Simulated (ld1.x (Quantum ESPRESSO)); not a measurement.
## Reading a pseudo-wave (Cr)

Columns: radius, all-electron u(r) and pseudo u(r) of the 3p shell (level -45.34 eV) of chromium in the configuration [Ne] 3s2 3p6 3d5 4s1 4p0; PBEsol, scalar-relativistic, RRKJ scheme, ld1.x (Quantum ESPRESSO) 7.5.

```csv
r (bohr),all-electron,pseudo
0.070,0.3288,-0.0208
0.140,0.5597,-0.0819
0.210,0.4856,-0.1788
0.280,0.2264,-0.3044
0.350,-0.0951,-0.4490
0.420,-0.4026,-0.6011
0.490,-0.6591,-0.7485
0.560,-0.8525,-0.8792
0.630,-0.9835,-0.9833
0.700,-1.0598,-1.0544
0.770,-1.0915,-1.0900
0.840,-1.0889,-1.0919
0.910,-1.0613,-1.0659
0.980,-1.0162,-1.0196
1.050,-0.9600,-0.9612
1.120,-0.8972,-0.8972
1.190,-0.8313,-0.8313
1.260,-0.7650,-0.7650
1.330,-0.6999,-0.6999
1.400,-0.6374,-0.6374
1.470,-0.5782,-0.5782
1.540,-0.5228,-0.5228
1.610,-0.4713,-0.4713
1.680,-0.4239,-0.4239
1.750,-0.3805,-0.3805
1.820,-0.3410,-0.3410
```

Q: How many radial nodes do the two functions have?

A: The all-electron 3p function has n − l − 1 = 1; the pseudo-wave has 0, since the states of the same l below it are removed with the core.

Q: At about which radius was the pseudo-wave matched?

A: 1.15 bohr, where the columns begin to agree (steps of 0.07 bohr).

Q: Is the pseudo-wave norm-conserving?

A: Yes: the RRKJ scheme keeps the norm inside the radius equal to the all-electron one, which fixes the energy derivative of the logarithmic derivative at the level.
